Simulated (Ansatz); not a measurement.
Born–Oppenheimer molecular dynamics of C2H7AsSi (11 atoms, charge 0, multiplicity 1). It starts at the highest image of a converged band, a first-order saddle point between two minima.

Level of theory: Ansatz, RKS B3LYP/def2-SVP.

| Item | Value |
| --- | --- |
| ensemble | NVE (velocity Verlet) |
| time step | 0.5 fs |
| steps asked | 200 |
| starting velocities drawn for | 100 K |
| seed | 7225 |

First frame:

```xyz
11
Properties=species:S:1:pos:R:3
C -1.238 1.379 -0.425
As 0.237 0.407 0.421
C 0.328 -1.575 0.611
Si 1.149 -1.315 -1.132
H -1.828 1.929 0.321
H -0.827 2.061 -1.181
H -1.864 0.628 -0.925
H 0.834 -1.846 1.549
H -0.722 -1.901 0.636
H 2.542 -1.055 -0.540
H 1.454 1.230 0.686
```

(1) How far do the bonds stretch over the last three quarters of this one trajectory? (Pairs bonded in most of those frames.)

Results:

(1) 
| bond | mean (Å) | spread (Å) | shortest | longest |
| --- | --- | --- | --- | --- |
| C1–As2 | 1.970 | 0.012 | 1.95 | 1.99 |
| C1–H5 | 1.100 | 0.016 | 1.07 | 1.12 |
| C1–H6 | 1.100 | 0.014 | 1.08 | 1.13 |
| C1–H7 | 1.099 | 0.006 | 1.09 | 1.11 |
| As2–C3 | 2.001 | 0.055 | 1.95 | 2.15 |
| As2–Si4 | 2.425 | 0.056 | 2.35 | 2.55 |
| As2–H11 | 1.519 | 0.019 | 1.48 | 1.56 |
| C3–Si4 | 1.963 | 0.063 | 1.86 | 2.05 |
| C3–H8 | 1.101 | 0.018 | 1.07 | 1.13 |
| C3–H9 | 1.100 | 0.009 | 1.08 | 1.12 |
| Si4–H10 | 1.531 | 0.008 | 1.51 | 1.54 |

Mean temperature of the second half: 442 K. The conserved energy stayed within 0.073 meV per atom of its start (net change 0.025 meV per atom), so the integration is sound. The kinetic energy rose, since the run started high on the potential surface and went downhill. A run of 0.1 ps of so small a system gives no equilibrium averages. The orbitals stay closed-shell, which can raise the energy where a bond breaks towards radicals; this wasn't checked here.

The run took 3.8 min on 2 threads of AMD EPYC 9R45 96-Core Processor (Zen 5), on a shared host, peak memory 0.29 GiB.
